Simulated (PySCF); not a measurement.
Deuteron quadrupole couplings in `CO[C@@H]1[SiH2]O[Si@@H]1O[SiH3]`

Species: C2H10O3Si3.
Atom-mapped SMILES: `[CH3:1][O:2][C@@H:3]1[SiH2:4][O:5][Si@@H:6]1[O:7][SiH3:8]` (hydrogens: H9, H10, H11 on C1; H12 on C3; H13, H14 on Si4; H15 on Si6; H16, H17, H18 on Si8)

Cartesian coordinates in Å at the GFN2-xTB level; atoms count from 1:
```
atom  x, y, z in Å
C1    -1.3980   -1.5963   -0.8702
O2    -1.0008   -0.2616   -1.0250
C3    -1.1982    0.5094    0.1537
Si4   -0.5653    2.3251    0.0310
O5     0.4243    1.9897    1.3206
Si6    0.1737    0.3553    1.5030
O7     1.4359   -0.4927    0.9843
Si8    2.3562   -0.7706   -0.3367
H9    -1.1642   -2.1080   -1.8026
H10   -2.4767   -1.6664   -0.6750
H11   -0.8641   -2.0749   -0.0392
H12   -2.2354    0.3950    0.4949
H13    0.2172    2.6307   -1.1544
H14   -1.5012    3.3522    0.4644
H15   -0.0375    0.0203    2.8926
H16    1.7748   -1.9313   -1.0095
H17    3.6553   -1.0701    0.2632
H18    2.3953    0.4007   -1.2069
```

Level: PBE0/pcSseg-1 (PySCF, non-relativistic); Q(2H) = 0.00286 b; rigid geometry, the same for H and D, with no vibrational averaging.

Question: Rank these positions by the coupling χzz of a deuteron there, largest first.
A. H12 (methine hydrogen)
B. H14 (Si–H hydrogen)
C. H9 (methyl hydrogen)
D. H15 (Si–H hydrogen)
E. H11 (methyl hydrogen)

Answer: C (205 kHz), A (201 kHz), E (193 kHz), D (116 kHz), B (111 kHz).

Question: What are Vzz, η and χzz (234.96 MHz × Q × Vzz) at all hydrogens?

Answer: 
| atom | bonded to | bond length (Å) | Vzz (au) | η | χzz (kHz) |
| --- | --- | --- | --- | --- | --- |
| H9 | C1 | 1.089 | 0.3057 | 0.07 | 205 |
| H10 | C1 | 1.099 | 0.2883 | 0.08 | 194 |
| H11 | C1 | 1.098 | 0.2879 | 0.09 | 193 |
| H12 | C3 | 1.098 | 0.2991 | 0.13 | 201 |
| H13 | Si4 | 1.453 | 0.1666 | 0.02 | 112 |
| H14 | Si4 | 1.456 | 0.1651 | 0.00 | 111 |
| H15 | Si6 | 1.445 | 0.1722 | 0.01 | 116 |
| H16 | Si8 | 1.462 | 0.1613 | 0.04 | 108 |
| H17 | Si8 | 1.462 | 0.1608 | 0.02 | 108 |
| H18 | Si8 | 1.460 | 0.1613 | 0.06 | 108 |

Question: Average by the element that carries the hydrogen.

Answer: on C: 198 kHz over 4 positions, mean bond length 1.096 Å; on Si: 111 kHz over 6 positions, mean bond length 1.456 Å.

Question: How does χzz go with the bond length over the 6 Si–H bonds?

Answer: A straight-line fit has a slope of -4.5 kHz for each 0.01 Å, with a correlation coefficient of -0.99, over lengths from 1.445 to 1.462 Å. The longer bonds have the smaller couplings here.

Isolated species at its GFN2-xTB geometry (one conformer only). GFN2-xTB bond lengths can be off by several hundredths of an ångström, more for odd bonds, and the gradients follow them. With so small a basis the couplings can be 20 % off.
